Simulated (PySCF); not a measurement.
## Excited states of Te⁶⁺ (tellurium, charge +6)

Ground state [Kr] 4d10, ¹S. Calculation: PySCF 2.14, in aug-cc-pVTZ-PP with ECP28MDF; a scalar-relativistic core potential. Vertical excitation energies in eV without spin-orbit coupling; excited terms of each kind are numbered among those the solver found. Frozen: 4s2 4p6.

| term | leading excitation | EOM-EE-CCSD |
| --- | --- | --- |
| 1 3D | 4d → s | 39.256 |
| 1 1D | 4d → s | 40.098 |
| 1 3P° | 4d → p | 52.172 |
| 1 3F° | 4d → p | 52.843 |
| 1 1F° | 4d → p | 53.329 |
| 1 1P° | 4d → p | 54.020 |
| 1 1D° | 4d → p | 54.028 |
| 1 3D° | 4d → p | 54.044 |
| 1 3G | 4d → d | 71.456 |
| 1 1G | 4d → d | 71.682 |
| 2 3D | 4d → d | 71.823 |
| 1 1F | 4d → d | 72.269 |

The spin-orbit splitting of the hole, absent here, rivals or exceeds the spacing of these terms, so the LS terms are model states.

The solver can miss terms.
